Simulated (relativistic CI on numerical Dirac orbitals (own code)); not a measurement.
Ti4+ in a cubic cluster: L2,3 absorption with charge transfer

Computed with a charge-transfer multiplet model of a cubic metal-ligand cluster with up to 2 ligand holes, Slater and spin-orbit integrals from Dirac-Coulomb-Breit ions, Slater integrals scaled by 0.9. The ground state mixes d0 with configurations of k ligand holes L, whose averages lie at kΔ + k(k − 1)U_dd/2; a core hole lowers each added d electron by U_cd. 300 K, Lorentzian 0.4 eV and Gaussian 0.3 eV FWHM.

Atomic integrals in eV (Slater integrals scaled, ζ unscaled), ground: F2dd 7.400, F4dd 4.602, zeta_d 0.013; with the core hole: F2dd 7.400, F4dd 4.602, zeta_d 0.032, zeta_core 3.741, F2cd 5.699, G1cd 4.259, G3cd 2.418. Where a configuration has fewer than two d electrons, the dd integrals are those of d2.

Cluster parameters (eV): Δ = 4, U_cd = 6, 10Dq = 0.45, 10Dq(ligand) = 0.3, V(eg) = 3.6, V(t2g) = -1.6, final-state hopping factor = 1.

| Case | n_d | d0 | d1L | d2L2 | S |
| --- | --- | --- | --- | --- | --- |
| U_dd = 2.8 eV | 0.75 | 0.39 | 0.48 | 0.14 | 0.00 |
| U_dd = 4.9 eV | 0.70 | 0.41 | 0.47 | 0.11 | 0.00 |
| U_dd = 5.6 eV | 0.69 | 0.42 | 0.47 | 0.11 | 0.00 |

Weights, n_d and S are thermal averages at 300 K. Photon energies count from the first peak over 30 % of the highest in each spectrum, which can be another peak from case to case. The parameters are a model scan and need not match a compound or its usual spin state. Peaks in eV (height, largest 100):
- U_dd = 2.8 eV: -2.0 (18), 0.0 (93), 2.9 (24), 5.0 (53), 5.8 (100), 18.1 (7)
- U_dd = 4.9 eV: -2.0 (17), 0.0 (100), 3.1 (35), 5.3 (99)
- U_dd = 5.6 eV: -2.0 (14), 0.0 (85), 3.2 (30), 5.2 (100)

A d0 ion has no d-d gap: its lowest excitations are ligand-to-metal charge transfer. With the core hole the configuration with one ligand hole lies at Δ + U_dd − U_cd = 0.8, 2.9, 3.6 eV from the one without, in the order of the table; where this is negative the screened configuration lies lower, though the effective hopping of about 7.8 eV (from the holes of the mixed ground state) mixes the two strongly wherever it is as large as the gap.

With at most 2 ligand holes the space is cut while the next configuration still counts, so covalency is underestimated, and a final configuration with one more ligand hole, which can lie low, is missing from the spectra.
